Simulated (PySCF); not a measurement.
Electron affinity of Ni by level of theory

Ni⁻ [Ar] 3d9 4s2 (2D) → Ni [Ar] 3d8 4s2 (3F), as a difference of total energies. Calculation: PySCF 2.14, in dyall-av2z (16s12p7d2f, 101 functions); no relativity, point nucleus. Correlated levels: valence: [Ar] frozen; virtual orbitals above 40 to 60 times the deepest correlated orbital energy dropped. The calculations carry no spin-orbit coupling.

Problem. Order these methods by the electron affinity they give, lowest first.
A. SCS-MP2 (valence)
B. CCSD (valence)
C. UHF
D. CCSD(T) (valence)

Solution. C (-1.438 eV), B (0.695 eV), D (1.023 eV), A (1.084 eV).

A first-order spin-orbit estimate (lowest level to lowest level, LS coupling) adds -0.048 eV.

These non-relativistic numbers lack the scalar-relativistic shift.

Errors of the correlated levels include the incompleteness of this basis and the frozen core.

A negative affinity means that the anion lies above the atom at that level of theory.

The coupled-cluster amplitudes are large for Ni⁻ (T1 above 0.03 or a double amplitude above 0.15), so a single reference is strained.

For comparison: 1.157 eV (measured; photodetachment measurements, as compiled on the Wikipedia data page of electron affinities).
